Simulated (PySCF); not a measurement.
Geometry:
| atom | x (Å) | y (Å) | z (Å) |
| --- | --- | --- | --- |
| C1 | 3.594 | 0.204 | 0.497 |
| C2 | 2.227 | 0.316 | 0.035 |
| C3 | 1.099 | 0.432 | -0.352 |
| C4 | -0.276 | 0.543 | -0.814 |
| C5 | -1.015 | -0.742 | -0.565 |
| C6 | -2.032 | -0.931 | 0.261 |
| C7 | -2.696 | 0.074 | 1.144 |
| H8 | 4.275 | 0.164 | -0.354 |
| H9 | 3.851 | 1.066 | 1.112 |
| H10 | 3.717 | -0.702 | 1.090 |
| H11 | -0.755 | 1.386 | -0.311 |
| H12 | -0.265 | 0.748 | -1.891 |
| H13 | -0.634 | -1.583 | -1.129 |
| H14 | -2.462 | -1.924 | 0.327 |
| H15 | -2.207 | 1.043 | 1.112 |
| H16 | -2.687 | -0.283 | 2.173 |
| H17 | -3.739 | 0.200 | 0.849 |

Geometry: GFN2-xTB; GIAO absolute shieldings from PySCF 2.14, gas phase, non-relativistic, averaged over equivalent atoms.

At PBE/pcSseg-1 (169 basis functions, 20 s wall time on 1 thread of an Intel Xeon 6975P-C, shared host):
| atoms | σ (ppm) |
| --- | --- |
| C5 | 50.9 |
| C6 | 52.0 |
| C3 | 101.3 |
| C2 | 102.5 |
| C4 | 160.9 |
| C7 | 166.5 |
| C1 | 177.5 |
| H14 | 25.91 |
| H13 | 25.94 |
| H11/H12 | 28.45 |
| H8/H9/H10 | 29.66 |
| H15/H16/H17 | 29.83 |

What do these become at BHandHLYP/pcSseg-1?

Results:


| atoms | σ at BHandHLYP/pcSseg-1 | change |
| --- | --- | --- |
| C5 | 51.4 | +0.5 |
| C6 | 53.3 | +1.3 |
| C3 | 102.8 | +1.5 |
| C2 | 104.1 | +1.6 |
| C4 | 168.1 | +7.2 |
| C7 | 171.2 | +4.7 |
| C1 | 182.5 | +5.0 |
| H14 | 26.27 | +0.36 |
| H13 | 26.27 | +0.33 |
| H11/H12 | 28.94 | +0.49 |
| H8/H9/H10 | 29.94 | +0.28 |
| H15/H16/H17 | 30.11 | +0.28 |

The largest change is at C4 (allylic sp3 CH2). Cost: 169 basis functions, 12 s wall time on 1 thread of an Intel Xeon 6975P-C, shared host. The order of the carbon signals is the same at both levels.
